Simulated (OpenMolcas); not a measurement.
# 5s² 5p² along the 50-electron sequence

| Property | Result |
| --- | --- |
| Program | OpenMolcas 26.06 |
| Method | CASSCF |
| Basis | ANO-RCC-VQZP |
| Scalar Hamiltonian | DKH2, point nucleus |
| Spin-orbit coupling | RASSI with atomic mean-field integrals over the reference wave functions, term energies averaged over their components |

Active space for each ion: 4 electrons in 4 orbitals (5s 5p).

Computed levels in cm-1 above ³P₀:

| Level | Sb+ | Te2+ | I3+ | Xe4+ |
| --- | --- | --- | --- | --- |
| ³P₁ | 2611 | 4052 | 5788 | 7997 |
| ³P₂ | 5246 | 7618 | 10282 | 13439 |
| ¹D₂ | 14361 | 18443 | 22982 | 28372 |
| ¹S₀ | 23358 | 29202 | 35359 | 42307 |
| weight of ³P in the lowest level (%) | 96 | 94 | 93 | 91 |

Measured, with the error of the calculation in %. Measured levels: Sb+ from NIST Handbook of Basic Atomic Spectroscopic Data; Te2+ from the list in Zhang, Palmeri, Quinet and Biemont, Astron. Astrophys. 551, A136 (2013); Xe4+ from Saloman, J. Phys. Chem. Ref. Data 33, 765 (2004).

```
Level            Sb+          Te2+          Xe4+
  ³P₁   3055 (-14.5)  4757 (-14.8)  9292 (-13.9)
  ³P₂    5658 (-7.3)   8167 (-6.7)  14127 (-4.9)
  ¹D₂  12790 (+12.3)  17360 (+6.2)  28411 (-0.1)
  ¹S₀   23906 (-2.3)  30398 (-3.9)  44470 (-4.9)
```

The fine-structure level ³P₂ changes by a factor of 2.56 from Sb+ to Xe4+. Its fourth root runs 8.51, 9.34, 10.07, 10.77, with steps per unit of Z of 0.83, 0.73, 0.70; equal steps would mean a (Z - σ)^4 law with constant σ.

¹D₂ changes by a factor of 1.98 over the same range, with steps per unit of Z of +4080, +4540, +5390 cm-1.

Measured partners are found by configuration, term and J. A level has none where our copy of the source lacks it or the pairing is in doubt (some pairs that miss far off the trend of their configuration count as doubtful), and it then counts in no deviation. Levels of configurations outside the active space are missing.
